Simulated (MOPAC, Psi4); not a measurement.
Approach curve of the dimer C3H8 ··· Br- (SMILES CCC and [Br-]) (charge -1). Monomers: optimised at B3LYP-D3(BJ) (def2-TZVP), held rigid. Orientation: lowest of the rigid-body minima from ten starts at GFN2-xTB. Only R, the distance of the centres of mass, is varied, so the lowest point isn't the relaxed dimer. The table gives interaction energies.

| R / Å | A | B | C |
|---|---|---|---|
| 3.34 | -2.19 | -3.07 | 6.59 |
| 3.47 | -2.43 | -4.19 | 3.56 |
| 3.75 | -2.46 | -3.77 | -0.13 |
| 3.91 | -2.29 | -2.94 | -1.15 |
| 4.12 | -1.95 | -2.12 | -1.82 |
| 4.32 | -1.61 | -1.66 | -2.03 |
| 4.60 | -1.24 | -1.27 | -2.00 |
| 4.95 | -0.94 | -0.94 | -1.73 |
| 5.39 | -0.69 | -0.67 | -1.35 |
| 6.13 | -0.42 | -0.41 | -0.84 |
| 7.11 | -0.24 | -0.22 | -0.46 |
| 8.38 | -0.12 | -0.12 | -0.23 |

Energies in kcal/mol.

**Question.** Match the curves with the methods AM1, restricted, heats of formation run with MOPAC; HF/aug-cc-pVDZ, counterpoise-corrected run with Psi4; PM3, restricted, heats of formation run with MOPAC.

**Answer.** A is AM1; B is PM3; C is HF/aug-cc-pVDZ.
